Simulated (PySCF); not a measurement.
PySCF input for Be(NMe2)(SiH3) (C2H9BeNSi), SMILES C[N](C)[Be][SiH3], TDA-PBE/def2-SVPD. The structure is a stationary point at TPSSh-D3(BJ)/def2-SVP. The structure was generated by enumeration; whether it is a known compound was not checked. The values are those of a single conformer.

```python
import numpy as np
from pyscf import gto, scf, dft, tdscf

mol = gto.M(
    atom='''
    Be   -0.23851258    0.13440978    0.17359215
    N     0.85787492   -0.47618599   -0.67282266
    C     2.26456770   -0.14052858   -0.52531418
    C     0.61249043   -1.45837169   -1.71598002
    H     2.87020119   -1.03149540   -0.26757205
    H     2.68133059    0.28471068   -1.45941367
    H     2.40579865    0.60390381    0.27452266
    H     0.95252849   -1.09441502   -2.70541078
    H     1.14320973   -2.40907477   -1.51214518
    H    -0.46303148   -1.68455167   -1.79319095
    Si   -1.80417453    1.00252207    1.40701800
    H    -2.85892543    0.00680366    1.77691049
    H    -2.51840031    2.14229533    0.75190476
    H    -1.26769089    1.53557861    2.69929815
    ''',
    basis='def2-SVPD',
    charge=0,
    spin=0,
    max_memory=1600,
    verbose=4,
)
mf = dft.RKS(mol, xc='pbe').density_fit(auxbasis='def2-universal-jkfit')
mf.grids.level = 3
mf.conv_tol = 1e-9
mf.max_cycle = 100
mf.kernel()
mf.grids = dft.Grids(mol).set(level=1).build(with_non0tab=True)  # coarser grid for the response kernel
td = tdscf.TDA(mf)
td.singlet = True
td.nstates = 10
td.conv_tol = 1e-4
td.positive_eig_threshold = 1e-6
td.kernel(x0=td.get_init_guess(mf, 15))
td.analyze()
tt = tdscf.TDA(mf)
tt.singlet = False
tt.nstates = 4
tt.conv_tol = 1e-4
tt.positive_eig_threshold = 1e-6
tt.kernel(x0=tt.get_init_guess(mf, 9))
tt.analyze(verbose=3)
```

Program output:

```
PySCF version 2.14.0

[INPUT] verbose = 4
[INPUT] num. atoms = 14
[INPUT] num. electrons = 46
[INPUT] charge = 0
[INPUT] spin (= nelec alpha-beta = 2S) = 0
[INPUT] symmetry False subgroup None
[INPUT] Mole.unit = angstrom
[INPUT] Symbol           X                Y                Z      unit          X                Y                Z       unit  Magmom
[INPUT]  1 Be    -0.238512580000   0.134409780000   0.173592150000 AA   -0.450723453463   0.253997672663   0.328041620874 Bohr   0.0
[INPUT]  2 N      0.857874920000  -0.476185990000  -0.672822660000 AA    1.621148647933  -0.899861105455  -1.271450557801 Bohr   0.0
[INPUT]  3 C      2.264567700000  -0.140528580000  -0.525314180000 AA    4.279412743536  -0.265560528874  -0.992699929550 Bohr   0.0
[INPUT]  4 C      0.612490430000  -1.458371690000  -1.715980020000 AA    1.157439166617  -2.755923081919  -3.242732273026 Bohr   0.0
[INPUT]  5 H      2.870201190000  -1.031495400000  -0.267572050000 AA    5.423894171501  -1.949243804749  -0.505637893088 Bohr   0.0
[INPUT]  6 H      2.681330590000   0.284710680000  -1.459413670000 AA    5.066980464518   0.538025209939  -2.757892138746 Bohr   0.0
[INPUT]  7 H      2.405798650000   0.603903810000   0.274522660000 AA    4.546300559348   1.141212806481   0.518772642387 Bohr   0.0
[INPUT]  8 H      0.952528490000  -1.094415020000  -2.705410780000 AA    1.800017971946  -2.068144654410  -5.112485428646 Bohr   0.0
[INPUT]  9 H      1.143209730000  -2.409074770000  -1.512145180000 AA    2.160353292638  -4.552491528900  -2.857540250781 Bohr   0.0
[INPUT] 10 H     -0.463031480000  -1.684551670000  -1.793190950000 AA   -0.875002684252  -3.183341298979  -3.388639784549 Bohr   0.0
[INPUT] 11 Si    -1.804174530000   1.002522070000   1.407018000000 AA   -3.409395742616   1.894492146132   2.658878672333 Bohr   0.0
[INPUT] 12 H     -2.858925430000   0.006803660000   1.776910490000 AA   -5.402586073254   0.012857054045   3.357874173967 Bohr   0.0
[INPUT] 13 H     -2.518400310000   2.142295330000   0.751904760000 AA   -4.759086857920   4.048351451635   1.420894068157 Bohr   0.0
[INPUT] 14 H     -1.267690890000   1.535578610000   2.699298150000 AA   -2.395588592706   2.901823015640   5.100934232045 Bohr   0.0

nuclear repulsion = 180.517167547092
number of shells = 76
number of NR pGTOs = 244
number of NR cGTOs = 168
basis = def2-SVPD
ecp = {}


[settings echo left out]
init E= -439.989814893787
  HOMO = -0.280356371504774  LUMO = -0.104045683825004  gap/eV = 4.79766
cycle= 1 E= -439.994273046907  delta_E= -0.00446  |g|= 0.479  |ddm|= 9.48
  HOMO = -0.101614609544054  LUMO = -0.0382380570002163  gap/eV = 1.72456
cycle= 2 E= -439.71164651186  delta_E= 0.283  |g|= 1.13  |ddm|= 3.33
  HOMO = -0.204138169729456  LUMO = -0.0472221624081355  gap/eV = 4.26990
cycle= 3 E= -440.051330667949  delta_E= -0.34  |g|= 0.172  |ddm|= 1.71
  HOMO = -0.196901828091491  LUMO = -0.0594782269474643  gap/eV = 3.73949
cycle= 4 E= -440.058854411814  delta_E= -0.00752  |g|= 0.0514  |ddm|= 0.365
  HOMO = -0.196042226469634  LUMO = -0.0601824240566495  gap/eV = 3.69693
cycle= 5 E= -440.059415898646  delta_E= -0.000561  |g|= 0.0173  |ddm|= 0.102
  HOMO = -0.195688647030185  LUMO = -0.0591297653387279  gap/eV = 3.71596
cycle= 6 E= -440.059490253483  delta_E= -7.44e-05  |g|= 0.00349  |ddm|= 0.054
  HOMO = -0.196014229147647  LUMO = -0.059429616794322  gap/eV = 3.71666
cycle= 7 E= -440.05949392495  delta_E= -3.67e-06  |g|= 0.000843  |ddm|= 0.008
  HOMO = -0.196006782818853  LUMO = -0.0593126506523887  gap/eV = 3.71964
cycle= 8 E= -440.059494218342  delta_E= -2.93e-07  |g|= 0.000191  |ddm|= 0.00336
  HOMO = -0.196042734826988  LUMO = -0.0593296385555209  gap/eV = 3.72015
cycle= 9 E= -440.059494232807  delta_E= -1.45e-08  |g|= 2.63e-05  |ddm|= 0.00103
  HOMO = -0.196042362806838  LUMO = -0.0593307872743756  gap/eV = 3.72011
cycle= 10 E= -440.059494233061  delta_E= -2.54e-10  |g|= 1.01e-05  |ddm|= 0.000122
  HOMO = -0.196042428222569  LUMO = -0.0593302223658081  gap/eV = 3.72013
Extra cycle  E= -440.059494233061  delta_E= -1.14e-13  |g|= 1.05e-05  |ddm|= 4.82e-05
converged SCF energy = -440.059494233061
tot grids = 49224
Overwritten attributes  positive_eig_threshold  of <class 'pyscf.tdscf.rks.TDA'>


******** <class 'pyscf.tdscf.rks.TDA'> for <class 'pyscf.df.df_jk.DFRKS'> ********
nstates = 10 singlet
deg_eia_thresh = 1.000e-03
wfnsym = None
conv_tol = 0.0001
eigh lindep = 1e-12
eigh level_shift = 0
eigh max_cycle = 100


Excitation energies (eV)
[3.69734961 4.90133462 4.95110506 5.4768417  5.57742001 5.98576895
 6.05515881 6.2188185  6.36680699 6.42657706]

** Singlet excitation energies and oscillator strengths **
Excited State   1:      3.69735 eV    335.33 nm  f=0.0000
      23 -> 24        0.70701
Excited State   2:      4.90133 eV    252.96 nm  f=0.0122
      23 -> 25        0.16491
      23 -> 26        0.68416
Excited State   3:      4.95111 eV    250.42 nm  f=0.2187
      23 -> 25        0.66051
      23 -> 26       -0.16981
Excited State   4:      5.47684 eV    226.38 nm  f=0.0192
      23 -> 27        0.70573
Excited State   5:      5.57742 eV    222.30 nm  f=0.0645
      22 -> 24        0.67844
Excited State   6:      5.98577 eV    207.13 nm  f=0.0002
      23 -> 28        0.70416
Excited State   7:      6.05516 eV    204.76 nm  f=0.0426
      20 -> 24       -0.12003
      22 -> 25        0.63699
      23 -> 29        0.11692
      23 -> 30        0.14970
Excited State   8:      6.21882 eV    199.37 nm  f=0.0050
      22 -> 26        0.15954
      23 -> 29        0.67566
Excited State   9:      6.36681 eV    194.74 nm  f=0.1354
      20 -> 24        0.11287
      22 -> 26       -0.65559
      22 -> 27        0.10382
      23 -> 29        0.15701
Excited State  10:      6.42658 eV    192.92 nm  f=0.0051
      20 -> 25       -0.14526
      21 -> 24        0.67991

** Transition electric dipole moments (AU) **
state          X           Y           Z        Dip. S.      Osc.
  1        -0.0000     -0.0013      0.0013      0.0000      0.0000
  2        -0.2321      0.1672      0.1397      0.1013      0.0122
  3        -0.9670      0.5302      0.7658      1.8026      0.2187
  4        -0.0269      0.2706     -0.2625      0.1429      0.0192
  5        -0.4696     -0.3726     -0.3362      0.4724      0.0645
  6         0.0124     -0.0141      0.0315      0.0013      0.0002
  7         0.0494     -0.3885      0.3654      0.2869      0.0426
  8        -0.1048      0.1424     -0.0374      0.0326      0.0050
  9         0.6725     -0.3501     -0.5413      0.8678      0.1354
 10        -0.1046     -0.1433     -0.0285      0.0323      0.0051

** Transition velocity dipole moments (imaginary part, AU) **
state          X           Y           Z        Dip. S.      Osc.
  1         0.0010      0.0012      0.0004      0.0000      0.0000
  2        -0.0249      0.0130      0.0209      0.0012      0.0045
  3        -0.1092      0.0606      0.0869      0.0231      0.0848
  4        -0.0054      0.0487     -0.0464      0.0046      0.0151
  5        -0.0098     -0.0083     -0.0076      0.0002      0.0007
  6         0.0000      0.0019      0.0000      0.0000      0.0000
  7        -0.0027     -0.0087      0.0134      0.0003      0.0008
  8        -0.0282      0.0237      0.0110      0.0015      0.0043
  9         0.1464     -0.0760     -0.1231      0.0423      0.1207
 10        -0.0037     -0.0026     -0.0023      0.0000      0.0001

** Transition magnetic dipole moments (imaginary part, AU) **
state          X           Y           Z
  1        -0.2988      0.1647      0.2306
  2         0.2183      0.1791      0.1610
  3        -0.0484     -0.0347     -0.0392
  4        -0.5035     -0.3963     -0.3565
  5        -0.0457      0.3253     -0.2971
  6         0.1230     -0.0770     -0.1701
  7        -0.1803     -0.1199     -0.0935
  8         0.0158     -0.0196      0.0213
  9         0.0238      0.0154      0.0119
 10         0.3230     -0.1952     -0.2086


******** <class 'pyscf.tdscf.rks.TDA'> for <class 'pyscf.df.df_jk.DFRKS'> ********
nstates = 4 triplet
deg_eia_thresh = 1.000e-03
wfnsym = None
conv_tol = 0.0001
eigh lindep = 1e-12
eigh level_shift = 0
eigh max_cycle = 100


Excitation energies (eV)
[3.58732001 3.8541423  4.3530988  4.74961186]

** Triplet excitation energies and oscillator strengths **
Excited State   1:      3.58732 eV    345.62 nm  f=0.0000
Excited State   2:      3.85414 eV    321.69 nm  f=0.0000
Excited State   3:      4.35310 eV    284.82 nm  f=0.0000
Excited State   4:      4.74961 eV    261.04 nm  f=0.0000
```

The calculation finished and met its thresholds.
